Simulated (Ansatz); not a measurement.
Ideal-gas functions of ClGa, SMILES `[Cl][Ga]` at 400 K and 1 bar, from an Ansatz frequency run at PBE0-D4/def2-TZVP.

Molar mass 105.18 g/mol, point group C∞v (symmetry number 1), electronic degeneracy 1, moments of inertia 115.372 u Å². Harmonic wavenumbers (cm⁻¹, unscaled): 364.

Use S(trans) = R[1.5 ln M + 2.5 ln T − 1.1517]; rotational temperatures θ = 24.2544 K / I; S(rot) = R[ln(T/σθ) + 1]; for each mode x = 1.438777 ν̃/T, S = R[x/(eˣ − 1) − ln(1 − e⁻ˣ)] and H = RT x/(eˣ − 1); 1 cm⁻¹ = 0.0119627 kJ/mol; R = 8.31446 J/(mol·K).

Question: By hand: the entropy, in J/(mol·K).

Answer: Translation 173.0. Rotation: θ = 0.2102 K, giving 71.1. Vibration, mode by mode: 6.64, in all 6.6. Electronic 0.0. Sum 250.7 J/(mol·K).

Question: By hand: H − E and G − E in kJ/mol, counted from the electronic energy.

Answer: Zero-point energy ½ × 364 × 0.0119627 = 2.2; thermal vibration 1.6; translation, rotation and pV give 3.5 RT = 11.6. H − E = 15.4 kJ/mol, and G − E = 15.4 − 400 × 250.7/1000 = -84.9 kJ/mol.

Vibration gives 3 % of the entropy.
